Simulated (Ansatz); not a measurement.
`CCC(C)(C)OC(C)=O` → `CCC(C)(C)C` + `O=C=O`  (decarboxylation)

Calculated with Ansatz (gas phase, PBE0-D4/def2-TZVP geometries, no zero-point term in ΔE). CCSD(T)/CBS adds triple-zeta CCSD(T) − MP2 to the extrapolated MP2 energy (def2 sets, frozen cores). This one scheme is used for every species. DFT in def2-TZVPP. One conformer a species, not always the lowest.

| species | revPBE energy (Eh) |
| --- | --- |
| `CCC(C)(C)OC(C)=O` | -425.67377 |
| `CCC(C)(C)C` | -237.08114 |
| `O=C=O` | -188.62261 |

(1) Work out ΔE.

Largest T1 diagnostic among the species: 0.018.

Answers

(1) ΔE = (-237.08114) + (-188.62261) − (-425.67377) = -0.02998 Eh = -78.7 kJ/mol. CCSD(T)/CBS gives -41.7 kJ/mol.

Leaving LDA and LC-ωPBE aside and taking each functional with its dispersion term where it has one, the values, not all of them listed here, spread over 28.0 kJ/mol, from B2PLYP to CAM-B3LYP-D4. LDA lies +58.3 kJ/mol from PBE without D4. From PBE to PBE0 (25 % exact exchange), in def2-TZVPP and without D4, ΔE moves by +10.4 kJ/mol. The D4 term adds +13.5 kJ/mol with B3LYP and +8.0 kJ/mol with PBE0; it sums over pairs of atoms, weighted by their polarisabilities, and B3LYP, whose exchange is more repulsive, gets the larger term.

B3LYP here is the variant with VWN-RPA as its local correlation; programs differ in this.
